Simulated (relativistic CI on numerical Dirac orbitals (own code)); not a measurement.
Method of calculation: Dirac-Coulomb-Breit CI, separate exchange-only KLI orbitals for each configuration, a model potential for QED, unscaled Slater integrals (own radial code, finite nucleus).

Configuration list (outside the closed core [Ne]): 3s², 3s3p, 3p², 3s3d, 3d², 3p3d, 3p4s, 3d4s, 3s4s, 3s4p, 3s4d, 3s4f, 3s5s, 3s5p, 3s5d, 3s5f, 4s², 3s5g, 3s6s, 3s6p, 3s6d. Levels of other configurations are missing.

At this charge energies of transitions that change n are usually good to better than 1 %, and those within a shell (Δn = 0) to a few per cent.

Outline of the computed level scheme of Pm L. Lowest level of each configuration: 3s² ¹S0 at 0.00 eV; 3s3p ³P°0 at 103.37 eV; 3p² ³P0 at 248.91 eV; 3s3d ³D1 at 421.11 eV; 3p3d ³F°2 at 532.91 eV; 3d² ³F2 at 852.13 eV; 3s4s ³S1 at 2000.98 eV; 3s4p ³P°0 at 2055.35 eV; 3p4s ³P°0 at 2125.14 eV.

Some strong electric-dipole decays among the lowest 43 levels: 3s4s ¹S0 → 3s3p ¹P°1 (1.9e+13 s⁻¹); 3s4p ¹P°1 → 3s² ¹S0 (1.6e+13 s⁻¹); 3s4s ³S1 → 3s3p ³P°2 (1.5e+13 s⁻¹); 3s4p ³P°1 → 3s² ¹S0 (1.4e+13 s⁻¹); 3p4s ³P°1 → 3s² ¹S0 (6.9e+12 s⁻¹); 3s4p ¹P°1 → 3p² ¹D2 (6.1e+12 s⁻¹); 3s4s ³S1 → 3s3p ³P°1 (5.4e+12 s⁻¹); 3s4s ¹S0 → 3s3p ³P°1 (4.2e+12 s⁻¹).

LS names give the leading component of a level, which can be under half, so a name can repeat, a term be missing and a line seem to break the LS rules.
